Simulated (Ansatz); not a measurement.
CH3FSSi (`F[SiH]1CS1`). Charge 0, multiplicity 1.

Cartesian coordinates in Å:
```
F -1.5572 0.0501 1.4813
Si -0.2915 -0.4697 0.6734
C 0.4098 0.5762 -0.6430
S -0.4583 -0.9609 -1.3206
H 0.5225 -1.2765 1.5952
H -0.0989 1.4929 -0.9270
H 1.4736 0.5879 -0.8592
```

(1) What are the harmonic wavenumbers in cm⁻¹ at PBE0-D4/def2-TZVP (Ansatz, finite differences of forces, unscaled)? (Best estimate.)

(2) Is this a minimum?

(3) Give the ideal-gas thermochemistry at 298.15 K and 1 bar (rigid rotor, harmonic oscillator; point group C1, symmetry number 1).

(4) And at 400, 500, 600, 800 and 1000 K?

## Answers

(1) The calculation gave: 225, 258, 525, 568, 631, 746, 799, 835, 939, 965, 1030, 1420, 2302, 3126, 3210.

(2) Yes, all 15 modes are real.

(3) Zero-point energy 105.2 kJ/mol; H(298) − E = 120.0 kJ/mol; entropy 298.1 J/(mol·K), of which translation 165.5, rotation 107.2, vibration 25.4; G(298) − E = 31.2 kJ/mol.

(4) 
| T (K) | H − E (kJ/mol) | S (J/mol/K) | G − E (kJ/mol) |
| --- | --- | --- | --- |
| 400 | 128.6 | 322.6 | -0.5 |
| 500 | 138.2 | 344.1 | -33.8 |
| 600 | 148.9 | 363.5 | -69.2 |
| 800 | 172.2 | 397.0 | -145.4 |
| 1000 | 197.5 | 425.1 | -227.7 |
